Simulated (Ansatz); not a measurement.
Compare A (`B/C=C/CC`) with its isomer B (`BC(=C)CC`).

Isolated molecules relaxed with PBE0-D4/def2-TZVP in Ansatz; ΔE leaves out vibrations. CCSD(T)/CBS adds triple-zeta CCSD(T) − MP2 to the extrapolated MP2 energy (def2 sets, frozen cores). Functionals use def2-TZVPP. B3LYP here is the variant with VWN-RPA as its local correlation; programs differ in this. Each species was taken in one conformer, which may not be the lowest.

Q: Which isomer does CCSD(T)/CBS put lower? Give the gap. (Estimate.)

A: Computed: A, by 2.3 kcal/mol.

Q: Give E(B) − E(A) in kcal/mol with B3LYP, PBE-D4, HF/def2-TZVPP, r2SCAN-D4, B2PLYP, ωB97M-V, CCSD/def2-TZVPP. (Estimate.)

A: Computed: B3LYP 3.9, PBE-D4 3.2, HF/def2-TZVPP 3.9, r2SCAN-D4 3.4, B2PLYP 3.3, ωB97M-V 2.8, CCSD/def2-TZVPP 2.5. None reverses the order clearly.

Largest T1 diagnostic: 0.010.

The D4 term adds −0.8 kcal/mol with B3LYP and −0.5 kcal/mol with PBE0; it sums over pairs of atoms, weighted by their polarisabilities, and B3LYP, whose exchange is more repulsive, gets the larger term. In def2-TZVPP, CCSD(T) changes the Hartree–Fock value by −1.6 kcal/mol (the triples alone add −0.2 kcal/mol) and MP2 by −1.6 kcal/mol.
